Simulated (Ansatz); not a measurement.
Gas-phase electronic energies from Ansatz, PBE0-D4/def2-TZVP geometries. CCSD(T)/CBS adds triple-zeta CCSD(T) − MP2 to the extrapolated MP2 energy (def2 sets, frozen cores). For Ge outer-core shells are correlated without core-valence functions, which leaves a few kJ/mol of doubt a bond. Scalar relativity is left out up to krypton. Each species was taken in one conformer, which may not be the lowest.

Reaction (redistribution): `[BH2][AlH][O]C` + `C=C[NH][GeH3]` → `C[O][AlH][GeH3]` + `BNC=C`

| species | CCSD(T)/CBS(def2) energy (Eh) |
| --- | --- |
| `[BH2][AlH][O]C` | -383.62766 |
| `C=C[NH][GeH3]` | -2211.10289 |
| `C[O][AlH][GeH3]` | -2435.59340 |
| `BNC=C` | -159.21916 |

Work out ΔE.

ΔE = (-2435.59340) + (-159.21916) − (-383.62766) − (-2211.10289) = -0.08201 Eh = -2.23 eV.

Largest T1 diagnostic among the species: 0.013.

From PBE to PBE0 (25 % exact exchange), in def2-TZVPP and without D4, ΔE moves by +0.04 eV. In def2-TZVPP, CCSD(T) changes the Hartree–Fock value by −0.15 eV (the triples alone add −0.03 eV) and MP2 by −0.16 eV.
